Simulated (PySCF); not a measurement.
N, charge +1, triplet. Base run: PBE0/def2-SV(P) (PySCF).

PySCF was given this input:
```python
from pyscf import gto, scf, dft

mol = gto.M(
    atom='''
N     0.00000000    0.00000000    0.00000000
''',
    basis='def2-sv(p)',
    charge=1,
    spin=2,
    verbose=4,
)

mf = dft.UKS(mol)
mf.xc = 'pbe0'
mf.kernel()
```

Each row names what was changed in the base input (with any setting that the change needs).

```csv
change,ΔE vs base (µEh),SCF cycles,<S^2>,outcome
base,0.0,6,2.002,converged
solver = newton; init_guess = 1e,0.2,-,2.002,converged
init_guess = 1e,0.2,6,2.002,converged
diis_space = 20,0.0,6,2.002,converged
diis_space = 4,0.0,6,2.002,converged
solver = newton,0.0,-,2.002,converged
conv_tol_grad = 1e-7,-,50,-,not converged
conv_tol = 1e-12,0.0,14,2.002,converged
diis = off; damp = 0.3 (with mf.diis_start_cycle = 200; with mf.max_cycle = 150),0.0,11,2.002,converged
conv_tol_grad = 1e-3,0.0,6,2.002,converged
level_shift = 0.5 (with mf.max_cycle = 100),0.2,10,2.002,converged
DIIS = EDIIS,0.0,10,2.002,converged
conv_tol = 1e-7,0.0,5,2.002,converged
```

Open shells are given as the SCF converged; they aren't shown to be the lowest states, and a large step between rows can be another state.
